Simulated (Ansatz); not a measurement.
Reaction (redistribution): `CB1C[Se]1` + `[CH2]1O[SiH2][AlH]1` → `B1C[Se]1` + `[CH3][Al]1[CH2]O[SiH2]1`

Program: Ansatz. Geometries: PBE0-D4/def2-TZVP. ΔE: electronic, gas phase. CCSD(T)/CBS is the MP2 limit (def2-TZVPP, def2-QZVPP) plus CCSD(T) − MP2 in def2-TZVPP, frozen cores. DFT in def2-TZVPP. B3LYP here is the variant with VWN-RPA as its local correlation; programs differ in this. For Se outer-core shells are correlated without core-valence functions, which leaves a few kJ/mol of doubt a bond. Scalar relativity is left out up to krypton.

`CB1C[Se]1`:

```xyz
9

C    -0.310    1.379    0.164
B    -0.245   -0.162    0.118
C     0.585   -1.375   -0.300
Se   -1.200   -1.739    0.572
H    -1.223    1.772    0.609
H     0.549    1.765    0.724
H    -0.209    1.782   -0.850
H     1.426   -1.718    0.296
H     0.627   -1.703   -1.334
```

`[CH2]1O[SiH2][AlH]1`:

Z-matrix (Å, degrees):
```
C
Al 1 2.001
O 1 1.447 2 97.8
H 1 1.096 2 116.8 3 116.1
H 1 1.096 2 116.7 3 -116.1
Si 2 2.424 1 71.7 3 0.3
H 2 1.591 1 136.0 3 -179.6
H 6 1.493 2 123.4 1 106.6
H 6 1.493 2 123.7 1 -107.1
```

`B1C[Se]1`:

Z-matrix (Å, degrees):
```
C
Se 1 2.020
B 1 1.525 2 62.3
H 1 1.086 2 113.2 3 114.5
H 1 1.086 2 113.2 3 -114.5
H 3 1.182 1 147.1 2 -180.0
```

`[CH3][Al]1[CH2]O[SiH2]1`:

Z-matrix (Å, degrees):
```
C
Al 1 1.950
H 1 1.096 2 109.9
H 1 1.094 2 111.9 3 -118.8
H 1 1.093 2 112.2 3 119.1
C 2 2.004 1 136.5 3 85.2
Si 2 2.428 1 151.9 3 -92.1
O 6 1.447 2 97.8 1 -178.3
H 6 1.097 2 116.8 1 65.6
H 6 1.097 2 116.9 1 -62.2
H 7 1.495 2 123.9 1 -75.6
H 7 1.495 2 124.0 1 71.2
```

```
             level  ΔE (kJ/mol)  difference from CCSD(T)/CBS
            PBE-D4          8.0                          2.5
           PBE0-D4          9.6                          4.1
           ωB97X-V          8.8                          3.3
           ωB97M-V          6.9                          1.4
            B2PLYP          6.3                          0.8
               PBE          6.6                          1.1
            r2SCAN          6.6                          1.1
              PBE0          8.5                          3.0
             B3LYP          6.4                          0.9
     HF/def2-TZVPP         12.8                          7.3
SCS-MP2/def2-TZVPP          8.2                          2.7
CCSD(T)/def2-TZVPP          6.9                          1.4
     HF/def2-QZVPP         12.6                          7.1
    MP2/def2-QZVPP          6.7                          1.2
      HF/CBS(def2)         12.6                          7.1
     MP2/CBS(def2)          6.1                          0.6
       CCSD(T)/CBS          5.5                            0
```

Largest T1 diagnostic among the species: 0.015.

In def2-TZVPP, CCSD(T) changes the Hartree–Fock value by −5.8 kJ/mol (the triples alone add −1.2 kJ/mol) and MP2 by −5.2 kJ/mol.
